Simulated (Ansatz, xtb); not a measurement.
**A geometry optimisation of F2GeH3Sb with r2SCAN-D4/def2-SVP**

The starting geometry of this gas-phase singlet has its atoms placed at random.

```xyz
7

F    -1.2013   -0.5674   -0.5038
F    -0.1831    1.3898   -0.8248
Ge    0.3585   -0.9476   -1.5311
Sb   -0.4112   -1.2761    1.8544
H    -0.2005    0.2521   -2.2606
H     1.7382    0.5537   -0.8604
H     0.4265    0.2164    0.7049
```

**Question.** Guess where an optimisation with r2SCAN-D4/def2-SVP ends from this start.

**Answer.** It ends as `[F][GeH2][SbH][F]`. Distances that change by over a tenth: Sb4–H7 (2.06 → 1.72 Å). Contacts that open: F1–Ge3 (1.91 → 3.32 Å). Contacts that close: F1–Sb4 (2.59 → 1.96 Å), F2–Ge3 (2.50 → 1.75 Å), Ge3–Sb4 (3.49 → 2.65 Å), Ge3–H6 (2.15 → 1.54 Å).

The energy falls by 8.39 eV over 27 steps:

```tsv
step	E − E(last) (eV)
1	8.395
4	3.823
7	1.133
10	0.110
13	0.003
15	0.001
18	0.000
21	0.000
24	0.000
27	0.000
```

Final geometry (Å):

```yaml
atoms:
  - { symbol: F, position_ang: [-1.9391, -1.3503, 0.1974] }
  - { symbol: F, position_ang: [0.4620, 1.8730, -0.9285] }
  - { symbol: Ge, position_ang: [0.6482, 0.1582, -1.2368] }
  - { symbol: Sb, position_ang: [-0.1218, -1.1940, 0.9043] }
  - { symbol: H, position_ang: [-0.2658, -0.1730, -2.4283] }
  - { symbol: H, position_ang: [2.1357, -0.0211, -1.5980] }
  - { symbol: H, position_ang: [-0.3922, 0.3279, 1.6686] }
```

From the same start GFN2-xTB reaches the same bonding as this run.

From so rough a start the end depends on the optimiser's path, so another program may land elsewhere. The end wasn't checked by frequencies. Atoms past krypton carry core potentials, without spin–orbit terms. Run with Ansatz 0.2.0, 110 s on 1 thread of Intel(R) Xeon(R) Platinum 8259CL CPU @ 2.50GHz (Skylake/Cascade Lake), with other jobs on the host.
